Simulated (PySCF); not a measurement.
Correlation energy of Ca⁺ (calcium, charge +1)

[Ar] 4p1, 2P determinant (an excited configuration). Calculation: PySCF 2.14, in ANO-RCC-VTZP (6s5p2d1f, 38 functions); scalar relativity by spin-free X2C-1e. Frozen: [Ne]; 9 electrons correlated.

MP2 pair energies summed by pair of shells (mhartree):

```
 pair   energy  share (%)
3p-3p  -163.50       74.7
3s-3p   -38.43       17.5
3s-3s    -8.38        3.8
3p-4p    -8.25        3.8
3s-4p    -0.44        0.2
```

Total MP2 correlation energy: -219.00 mhartree.

Same-spin part -58.61 and opposite-spin part -160.39 mhartree; SCS-MP2 scales them by 1/3 and 6/5 to -212.01 mhartree.

The basis was made for the ground configuration and has no added diffuse functions, which can raise the energy of the promoted electron.
